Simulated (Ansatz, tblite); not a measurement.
Cost and result up the ladder for K2F2 (4 atoms). The state is a singlet with charge 0. Geometry: PBE0-D4/def2-TZVP.

```xyz
4

K    -1.0296    1.0912   -0.8862
K     1.0294   -1.0914    0.8862
F    -0.4780    0.6779    1.3901
F     0.4782   -0.6777   -1.3901
```

Ansatz on 4 threads of Arm Neoverse V2 on a shared host; xTB runs through tblite on one thread. Times are rough, summed over both states, and most runs start from the orbitals of an earlier one. CCSD(T)/def2-TZVPP serves as the yardstick here, not as an exact answer. Differences are given only for rows in sets of like size (and for xTB, whose basis is part of the method), since another set adds its own error. The other state is a quintet at its own geometry, which has other bonds, so the gap mixes isomer and spin.

The xTB rows come from tblite. LC-ωPBE has ω = 0.4 bohr⁻¹. Correlated methods freeze 12 core orbitals; core or outer-core shells of K are correlated, in sets that lack core-valence functions. HOMO above LUMO, or a gap near zero within one spin, warns that the state may not be the lowest or that an electron is smeared out. In the quintet geometry the species has come apart into loosely held pieces. The structure comes from a short search, and lower isomers may exist.

Correlated methods converge slowly with the basis.

xTB has no spin-polarisation term.

```
                             level  functions  quintet − singlet (eV)  difference from CCSD(T)/def2-TZVPP (eV)                                  remarks
                  B2PLYP/def2-TZVP        128                   11.95                                     0.34                                        –
               r2SCAN-D4/def2-TZVP        128                   12.02                                     0.40                                        –
                CCSD(T)/def2-TZVPP        128                   11.61                                     0.00                                        –
                     MP2/def2-TZVP        128                   12.26                                     0.64                                        –
                         HF/STO-3G         36                    2.91                                        –                                        –
                          GFN1-xTB         16                   14.02                                     2.41                                        –
                 LC-ωPBE/def2-TZVP        128                   12.38                                     0.77                                        –
                 RPA@PBE/def2-TZVP        128                   10.60                                    -1.01                                        –
                  PBE-D4/def2-TZVP        128                   11.93                                     0.31                                        –
             LDA (SPW92)/def2-TZVP        128                   13.58                                     1.97  gap within one spin near zero (quintet)
                          GFN2-xTB         16                   11.65                                     0.03                                        –
              r2SCANh-D4/def2-TZVP        128                   11.80                                     0.18                                        –
r2SCAN0-D4/def2-TZVP (with forces)        128                   11.49                                    -0.12                                        –
```

(1) Estimate how long each takes.

Answers

(1) GFN1-xTB 0.003 s; GFN2-xTB 0.004 s; HF/STO-3G 0.25 s; LDA (SPW92)/def2-TZVP 2.4 s; MP2/def2-TZVP 4.3 s; PBE-D4/def2-TZVP 4.7 s; LC-ωPBE/def2-TZVP 7.3 s; RPA@PBE/def2-TZVP 10 s; r2SCAN-D4/def2-TZVP 12 s; r2SCANh-D4/def2-TZVP 13 s; r2SCAN0-D4/def2-TZVP (with forces) 13 s; B2PLYP/def2-TZVP 13 s; CCSD(T)/def2-TZVPP 22 s. On shared hardware such times vary by a factor of up to 3.
